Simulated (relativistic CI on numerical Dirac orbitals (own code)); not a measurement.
# Electric-dipole transitions in Nb4+

Calculated at this level of theory: Dirac-Coulomb-Breit CI, separate exchange-only KLI orbitals for each configuration, a model potential for QED, valence Slater integrals scaled by 0.85, P86 correlation estimate, and configurations built on the next ion tied to the tabulated ionisation energy (semi-empirical) (own radial code, finite nucleus).

Configuration list (outside the closed core [Ar] 3d10): 4s²4p⁶4d, 4s²4p⁶5s, 4s²4p⁶5p, 4s²4p⁶5d, 4s²4p⁶6s, 4s²4p⁶4f, 4s²4p⁶5f, 4s²4p⁵4d², 4s²4p⁶6p, 4s²4p⁴4d³, 4s²4p⁶6d, 4s²4p⁶5g, 4s²4p⁵4d4f, 4s²4p⁶6f, 4s4p⁶4d², 4s²4p⁵4d5s, 4s²4p⁵4d5p, 4s4p⁶4d4f. Levels of other configurations are missing.

```tsv
λ vac (Å)	Lower	Upper	A (s⁻¹)	log gf	S velocity/length
452.69	4s²4p⁶4d ²D3/2 [1]	4s²4p⁶4f ²F°5/2 [8]	9.87e+09	0.26	0.89
456.17	4s²4p⁶4d ²D5/2 [2]	4s²4p⁶4f ²F°7/2 [9]	1.09e+10	0.43	0.89
746.72	4s²4p⁶4d ²D5/2 [2]	4s²4p⁶5p ²P°3/2 [5]	3.14e+09	0.02	0.77
756.16	4s²4p⁶4d ²D3/2 [1]	4s²4p⁶5p ²P°1/2 [4]	3.39e+09	-0.24	0.77
892.85	4s²4p⁶5d ²D3/2 [6]	4s²4p⁶6f ²F°5/2 [52]	6.69e+08	-0.32	0.90
900.38	4s²4p⁶5d ²D5/2 [7]	4s²4p⁶6f ²F°7/2 [51]	7.96e+08	-0.11	0.90
1020.0	4s²4p⁶5p ²P°1/2 [4]	4s²4p⁶6s ²S1/2 [10]	1.20e+09	-0.43	1.10
1057.3	4s²4p⁶5p ²P°3/2 [5]	4s²4p⁶6s ²S1/2 [10]	2.41e+09	-0.09	1.10
1237.2	4s²4p⁶5p ²P°1/2 [4]	4s²4p⁶5d ²D3/2 [6]	2.69e+09	0.39	0.73
1283.6	4s²4p⁶5p ²P°3/2 [5]	4s²4p⁶5d ²D5/2 [7]	3.02e+09	0.65	0.72
1292.5	4s²4p⁶5p ²P°3/2 [5]	4s²4p⁶5d ²D3/2 [6]	4.95e+08	-0.30	0.72
1301.9	4s²4p⁶4f ²F°5/2 [8]	4s²4p⁶5g ²G7/2 [32]	2.70e+09	0.74	0.89
1303.6	4s²4p⁶4f ²F°7/2 [9]	4s²4p⁶5g ²G9/2 [33]	2.81e+09	0.85	0.89
1418.5	4s²4p⁶5d ²D5/2 [7]	4s²4p⁶5f ²F°7/2 [19]	1.65e+09	0.60	1.03
1419.7	4s²4p⁶5d ²D3/2 [6]	4s²4p⁶5f ²F°5/2 [18]	1.39e+09	0.40	1.03
1733.9	4s²4p⁶5s ²S1/2 [3]	4s²4p⁶5p ²P°3/2 [5]	7.42e+08	0.13	0.95
1844.6	4s²4p⁶5s ²S1/2 [3]	4s²4p⁶5p ²P°1/2 [4]	6.13e+08	-0.20	0.93
2496.6	4s²4p⁶5d ²D5/2 [7]	4s²4p⁶6p ²P°3/2 [12]	5.42e+08	0.31	0.98
2553.3	4s²4p⁶5d ²D3/2 [6]	4s²4p⁶6p ²P°1/2 [11]	5.88e+08	0.06	0.96
2730.8	4s²4p⁶6p ²P°1/2 [11]	4s²4p⁶6d ²D3/2 [25]	7.21e+08	0.51	0.94
2761.3	4s²4p⁶6d ²D3/2 [25]	4s²4p⁶6f ²F°5/2 [52]	3.81e+08	0.42	0.92
2812.4	4s²4p⁶6d ²D5/2 [26]	4s²4p⁶6f ²F°7/2 [51]	4.90e+08	0.67	0.91
2820.7	4s²4p⁶6p ²P°3/2 [12]	4s²4p⁶6d ²D5/2 [26]	8.22e+08	0.77	0.93
2841.5	4s²4p⁶6p ²P°3/2 [12]	4s²4p⁶6d ²D3/2 [25]	1.35e+08	-0.18	0.93
4276.9	4s²4p⁶6s ²S1/2 [10]	4s²4p⁶6p ²P°3/2 [12]	1.92e+08	0.32	0.99
4555.0	4s²4p⁶6s ²S1/2 [10]	4s²4p⁶6p ²P°1/2 [11]	1.61e+08	0.00	0.97
7041.7	4s²4p⁶5f ²F°5/2 [18]	4s²4p⁶5g ²G7/2 [32]	3.94e+07	0.37	0.63
7352.0	4s²4p⁶5f ²F°7/2 [19]	4s²4p⁶5g ²G9/2 [33]	3.98e+07	0.51	0.62
13531.3	4s²4p⁶5d ²D5/2 [7]	4s²4p⁶4f ²F°7/2 [9]	2.62e+06	-0.24	2.27
19961.5	4s²4p⁶5f ²F°7/2 [19]	4s²4p⁶6d ²D5/2 [26]	2.87e+06	0.01	0.25
```

Terms are leading LS components. Brackets give the number of a level in order of energy, since labels repeat. The list gives strong lines, with weight on those to low levels, without configurations that were not tied to measured data, among the lowest 84 of 582 levels, so that lines to higher ones, which can be the strongest, are missing. Levels whose partners in the same complex of configurations lie outside the list can be far off, and so can their lines. Rates are taken at the computed energies, electric ones in the length gauge. A velocity-to-length ratio far from 1 marks an uncertain rate.

Configurations that consist of the next ion and one excited electron were tied to the tabulated ionisation energy; Rydberg ones are usually within 1,000 to 3,000 cm⁻¹ and the lowest ones within about 6,000 (9,000 in d shells), while levels on excited terms of the next ion carry the error of that term, and the other configurations can be misplaced by 10,000 cm⁻¹ or more. Rates follow the energies as ν³ (E1, M1) or ν⁵ (E2), so rates, branching and lifetimes can be off by large factors. 7 of the 7 excited levels that our extract of the measured tables holds in this range could be paired (the sources list more); they are missed by 1813 cm⁻¹ on average and 3051 at most, and levels without a partner can miss by more.

Task: From the table, what is the radiative lifetime of 4s²4p⁶4f ²F°7/2?

Result: The listed rates from this level add up to about 1.09e+10 s⁻¹, 100 % of its decay; with all channels τ = 9.18e-11 s.

LS names give the leading component of a level, which can be under half, so a name can repeat, a term be missing and a line seem to break the LS rules.
